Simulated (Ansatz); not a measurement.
**Molecular dynamics of BClH4O2**

input.yaml

```yaml
crystal:
  periodic: [false, false, false]
  atoms:
    - { symbol: B, position_ang: [0.08732, 0.123599, 0.17873] }
    - { symbol: O, position_ang: [-0.018275, 0.083284, 1.695222] }
    - { symbol: H, position_ang: [-0.865076, -0.205914, 2.011252] }
    - { symbol: O, position_ang: [1.240427, -0.427158, -0.286035] }
    - { symbol: H, position_ang: [1.232002, -0.650957, -1.202189] }
    - { symbol: Cl, position_ang: [-1.498161, -0.290659, -0.643674] }
    - { symbol: H, position_ang: [0.143741, 1.516484, 0.210799] }
    - { symbol: H, position_ang: [0.020923, 1.18022, 1.186593] }
basis:
  gaussian: { orbitals: def2-SVP }
hamiltonian:
  xc: hf
md:
  timestep: 0.5
  n_steps: 200
  ensemble: nve
  temperature: 300.0
  initial_velocities: maxwell_boltzmann
  seed: 4969
```

Command:

```bash
$ ansatz run input.yaml --threads 1 --pin off --max-ram 2048MiB --backend cpu --events-out ev --progress --plain --runs-dir out
```

It starts at the highest image of a converged band. Of that band: The profile has 2 maxima (images 1, 5) with wells between them (image 3): this band takes more than one step, which may be the mechanism or a detour left from its start path. Neighbouring images differ by up to 2.6 eV, so the band resolves the path poorly. A vibrational analysis at the climbing image gives one clearly imaginary mode, 1943i cm⁻¹: a first-order saddle point.

Output, in part (one step line in 7, the closing report, with atoms numbered from 0):

```
md step     0: t =     0.00 fs  T =   300.0 K  F+E_penalty+E_count = -17305.99701919 eV  E_kin = 0.232668 eV  conserved = -17305.76435119 eV  (33 SCF iters)
md step     7: t =     3.50 fs  T =   314.7 K  F+E_penalty+E_count = -17306.00677632 eV  E_kin = 0.244096 eV  conserved = -17305.76268080 eV  (34 SCF iters)
md step    14: t =     7.00 fs  T =  1013.1 K  F+E_penalty+E_count = -17306.55396270 eV  E_kin = 0.785750 eV  conserved = -17305.76821224 eV  (33 SCF iters)
md step    21: t =    10.50 fs  T =  1600.7 K  F+E_penalty+E_count = -17307.00991108 eV  E_kin = 1.241427 eV  conserved = -17305.76848395 eV  (33 SCF iters)
md step    28: t =    14.00 fs  T =  1863.0 K  F+E_penalty+E_count = -17307.21213854 eV  E_kin = 1.444886 eV  conserved = -17305.76725300 eV  (33 SCF iters)
md step    35: t =    17.50 fs  T =  1790.9 K  F+E_penalty+E_count = -17307.15516647 eV  E_kin = 1.388958 eV  conserved = -17305.76620876 eV  (33 SCF iters)
md step    42: t =    21.00 fs  T =  1444.4 K  F+E_penalty+E_count = -17306.88272443 eV  E_kin = 1.120199 eV  conserved = -17305.76252555 eV  (37 SCF iters)
md step    49: t =    24.50 fs  T =  1370.0 K  F+E_penalty+E_count = -17306.82297955 eV  E_kin = 1.062512 eV  conserved = -17305.76046731 eV  (36 SCF iters)
md step    56: t =    28.00 fs  T =  1421.8 K  F+E_penalty+E_count = -17306.86699430 eV  E_kin = 1.102677 eV  conserved = -17305.76431753 eV  (37 SCF iters)
md step    63: t =    31.50 fs  T =  1678.7 K  F+E_penalty+E_count = -17307.07433258 eV  E_kin = 1.301910 eV  conserved = -17305.77242281 eV  (37 SCF iters)
md step    70: t =    35.00 fs  T =  1741.6 K  F+E_penalty+E_count = -17307.12189651 eV  E_kin = 1.350690 eV  conserved = -17305.77120628 eV  (36 SCF iters)
md step    77: t =    38.50 fs  T =  1812.7 K  F+E_penalty+E_count = -17307.17140610 eV  E_kin = 1.405832 eV  conserved = -17305.76557433 eV  (37 SCF iters)
md step    84: t =    42.00 fs  T =  1888.9 K  F+E_penalty+E_count = -17307.22907587 eV  E_kin = 1.464974 eV  conserved = -17305.76410216 eV  (37 SCF iters)
md step    91: t =    45.50 fs  T =  1572.6 K  F+E_penalty+E_count = -17306.98264263 eV  E_kin = 1.219618 eV  conserved = -17305.76302453 eV  (37 SCF iters)
md step    98: t =    49.00 fs  T =  1496.4 K  F+E_penalty+E_count = -17306.92561411 eV  E_kin = 1.160574 eV  conserved = -17305.76504054 eV  (37 SCF iters)
md step   105: t =    52.50 fs  T =  1572.0 K  F+E_penalty+E_count = -17306.98471901 eV  E_kin = 1.219201 eV  conserved = -17305.76551806 eV  (37 SCF iters)
md step   112: t =    56.00 fs  T =  2073.0 K  F+E_penalty+E_count = -17307.38072635 eV  E_kin = 1.607726 eV  conserved = -17305.77299994 eV  (37 SCF iters)
md step   119: t =    59.50 fs  T =  1966.1 K  F+E_penalty+E_count = -17307.29601195 eV  E_kin = 1.524797 eV  conserved = -17305.77121446 eV  (37 SCF iters)
md step   126: t =    63.00 fs  T =  1836.9 K  F+E_penalty+E_count = -17307.18953382 eV  E_kin = 1.424595 eV  conserved = -17305.76493888 eV  (39 SCF iters)
md step   133: t =    66.50 fs  T =  1711.1 K  F+E_penalty+E_count = -17307.08949539 eV  E_kin = 1.327094 eV  conserved = -17305.76240090 eV  (37 SCF iters)
md step   140: t =    70.00 fs  T =  1594.7 K  F+E_penalty+E_count = -17306.99934261 eV  E_kin = 1.236815 eV  conserved = -17305.76252746 eV  (39 SCF iters)
md step   147: t =    73.50 fs  T =  1886.1 K  F+E_penalty+E_count = -17307.22872002 eV  E_kin = 1.462800 eV  conserved = -17305.76592044 eV  (38 SCF iters)
md step   154: t =    77.00 fs  T =  1772.7 K  F+E_penalty+E_count = -17307.13972742 eV  E_kin = 1.374858 eV  conserved = -17305.76486894 eV  (36 SCF iters)
md step   161: t =    80.50 fs  T =  2145.5 K  F+E_penalty+E_count = -17307.43686051 eV  E_kin = 1.663949 eV  conserved = -17305.77291187 eV  (37 SCF iters)
md step   168: t =    84.00 fs  T =  2123.4 K  F+E_penalty+E_count = -17307.41658317 eV  E_kin = 1.646825 eV  conserved = -17305.76975852 eV  (38 SCF iters)
md step   175: t =    87.50 fs  T =  2116.2 K  F+E_penalty+E_count = -17307.40681499 eV  E_kin = 1.641236 eV  conserved = -17305.76557862 eV  (37 SCF iters)
md step   182: t =    91.00 fs  T =  2022.4 K  F+E_penalty+E_count = -17307.33264659 eV  E_kin = 1.568469 eV  conserved = -17305.76417710 eV  (37 SCF iters)
md step   189: t =    94.50 fs  T =  1736.5 K  F+E_penalty+E_count = -17307.10961681 eV  E_kin = 1.346745 eV  conserved = -17305.76287216 eV  (38 SCF iters)
md step   196: t =    98.00 fs  T =  1673.2 K  F+E_penalty+E_count = -17307.06114343 eV  E_kin = 1.297659 eV  conserved = -17305.76348492 eV  (36 SCF iters)
md step   200: t =   100.00 fs  T =  2014.5 K  F+E_penalty+E_count = -17307.33351430 eV  E_kin = 1.562364 eV  conserved = -17305.77115040 eV  (35 SCF iters)
Total energy: -17307.33351430 eV, -636.0327753186 hartree
Atom 0 at     0.164666     0.063066    -1.373083 Å, force     3.254003    -0.985526    -1.499141 eV/Å
Atom 1 at    -0.286133    -0.166101     3.229676 Å, force     1.679051    -0.704303    -2.322159 eV/Å
Atom 2 at    -0.744602    -0.121944     4.008064 Å, force    -1.460031     0.204514     2.407532 eV/Å
Atom 3 at     1.236692    -0.262824    -0.633835 Å, force     0.390069     0.950988     0.855251 eV/Å
Atom 4 at     1.219608    -0.214417     0.319359 Å, force    -0.379734    -0.473356    -0.494637 eV/Å
Atom 5 at    -1.401438    -0.198352    -0.773795 Å, force    -2.065729     0.259894     0.495258 eV/Å
Atom 6 at     0.535919     0.274094    -2.533727 Å, force    -1.209372     0.216468     0.697294 eV/Å
Atom 7 at    -0.399697     0.654866     2.796304 Å, force    -0.208258     0.531321    -0.139397 eV/Å
Dipole moment:    -0.192031     0.423770     0.456379 e Å
```

All steps were run. The conserved energy stayed within 1.3 meV per atom of its start (net change -0.85 meV per atom), so the integration is sound. The kinetic energy rose, since the run started high on the potential surface and went downhill. It ends in pieces (BClH2O + H2O), so much of that is their flight and rotation, not heat. A run of 0.1 ps of so small a system gives no equilibrium averages. The orbitals stay closed-shell, which can raise the energy where a bond breaks towards radicals; this wasn't checked here.

Between its relaxed ends the band would form B1–H7, O2–H8 and break B1–O2, H7–H8. These pairs go: B1–H7 1.39 → 1.24 Å, O2–H8 1.21 → 0.94 Å, B1–O2 1.52 → 4.63 Å, H7–H8 1.04 → 5.42 Å. In the last frame they stand as after the step (other bonds may differ from the relaxed reactants and products). It ends as BClH2O + H2O. Pairs count as bonded within 1.25 times the sum of covalent radii (0.12 Å more for H–H).

Last frame:

```xyz
8
Properties=species:S:1:pos:R:3
B 0.165 0.063 -1.373
O -0.286 -0.166 3.230
H -0.745 -0.122 4.008
O 1.237 -0.263 -0.634
H 1.220 -0.214 0.319
Cl -1.401 -0.198 -0.774
H 0.536 0.274 -2.534
H -0.400 0.655 2.796
```

Time of the run: 5.7 min on 1 thread of Arm Neoverse N1, on a shared host, peak memory 0.13 GiB.
